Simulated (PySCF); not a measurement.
**Xe (xenon, neutral) across methods**

[Xe], closed-shell 1S. Computed with PySCF 2.14 in x2c-TZVPPall with one added diffuse shell each of s, p, d, f type (9s7p5d3f, 76 functions), with the spin-free X2C one-electron Hamiltonian (Gaussian nucleus).

```tsv
method	E (hartree)	mean ε 4d (eV)	mean ε 5s (eV)	mean ε 5p (eV)	Σ⟨r²⟩ (bohr²)	⟨S²⟩
M06-2X	-7447.09	-66.400	-24.117	-10.804	60.79	0.000
MN15	-7451.42	-62.716	-22.729	-10.193	60.77	0.000
UHF	-7443.46564	-72.613	-27.528	-12.454	61.42	0.000
PBE0	-7446.09	-62.977	-21.956	-9.556	60.96	0.000
B3LYP	-7446.53	-62.243	-21.544	-9.277	61.25	0.000
r2SCAN	-7446.45	-60.672	-20.438	-8.637	61.00	0.000
PBE	-7446.00	-59.389	-19.735	-8.267	61.17	0.000
B97-3	-7446.04	-63.211	-22.063	-9.617	61.01	0.000
LDA	-7439.76	-59.485	-19.991	-8.432	61.10	0.000
```
